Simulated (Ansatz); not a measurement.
GeI₄ (`[I][Ge]([I])([I])[I]`), relaxed with RKS PBE0-D4/def2-TZVP in Ansatz 0.2.0 from a PBE-D4/def2-SVP geometry. The force threshold is 0.005 eV/Å; the program also tests the step.

Total charge 0; spin multiplicity 1. I takes the def2 core potential.

Start:

```xyz
5

I    -0.054    0.449   -2.496
Ge   -0.001    0.000    0.001
I     0.195    2.198    1.254
I    -2.137   -1.182    0.691
I     1.996   -1.465    0.551
```

Task: By how much does the energy fall, and how many steps does the optimiser take? (An estimate is asked.)

Result: Ansatz gave: 0.65 kcal/mol, in 3 steps.

Task: Which bonds change most? (Best estimate.)

Result: Computed: Ge2–I3 from 2.537 to 2.502 Å; Ge2–I5 from 2.537 to 2.502 Å; I1–Ge2 from 2.537 to 2.502 Å; Ge2–I4 from 2.537 to 2.502 Å.

Task: Give the relaxed structure. (An estimate is asked.)

Result: Ansatz gave: 
```xyz
5

I    -0.053    0.445   -2.462
Ge    0.000    0.000    0.000
I     0.191    2.168    1.235
I    -2.106   -1.166    0.683
I     1.968   -1.446    0.544
```
